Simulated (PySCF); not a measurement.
SiH8N4

The system: SiH8N4, a small molecule; neutral, singlet. The structure, one conformer, was relaxed in the gas phase by PBE0-D3(BJ)/def2-SVP. No frequency run checks that it is a minimum.

SMILES: N[Si](N)(N)N

```xyz
13

N    -1.385    0.208   -0.991
Si    0.013   -0.003    0.008
N     0.329    1.352    1.038
N     1.484   -0.127   -0.896
N    -0.377   -1.447    0.882
H    -1.382    0.930   -1.702
H    -2.303    0.126   -0.567
H     1.212    1.390    1.535
H    -0.420    1.720    1.613
H     1.873    0.714   -1.308
H     1.620   -0.921   -1.511
H    -0.728   -2.247    0.366
H     0.230   -1.745    1.637
```
Atoms count from 1 in this order.

Shieldings: GIAO PBE0/pcSseg-2. Shifts are against computed references at the same level: H TMS (σ 31.24 ppm), Si TMS (σ 341.3 ppm). Core levels by delta-SCF with SCAN, pcX-2 on the ionised atom and pcseg-1 elsewhere, spin-free X2C (2p3/2 is the spin-free 2p value less a third of a first-order spin-orbit splitting); from the vacuum level, for chosen atoms.

**Question.** Give the NMR and core-level values of the distinct atoms.

**Answer.** 
```tsv
atoms	bonded to	σ (ppm)	δ (ppm)	core level (eV)
N1 N3 N4 N5	1 Si + 2 H	232.9	-	1s 404.12
Si2	4 N	374.4	-33.1	2p3/2 106.74
H6 H9 H11 H13	1 N	31.12	0.13	-
H7 H8 H10 H12	1 N	30.64	0.60	-
```

Values are those of this one static structure; atoms that internal rotation interchanges would show their mean in an NMR spectrum.

**Question.** By CAM-B3LYP/def2-SVPD (TDDFT singlets, Tamm-Dancoff triplets, ionisation by delta-SCF), where does absorption start, and what does vertical ionisation take?

**Answer.** The first singlet with intensity lies at 6.75 eV (f 0.051); what lies below it is dark. The lowest singlet lies at 6.19 eV (f 0.000), the strongest of the first 6 at 6.76 eV (f 0.095), the lowest triplet at 5.94 eV; vertical ionisation takes 9.13 eV.

The 3 runs behind this took 4 min in all, one thread each of Arm Neoverse V1 on a shared host, launched as `OMP_NUM_THREADS=1 python cluster_run.py task.json out`.
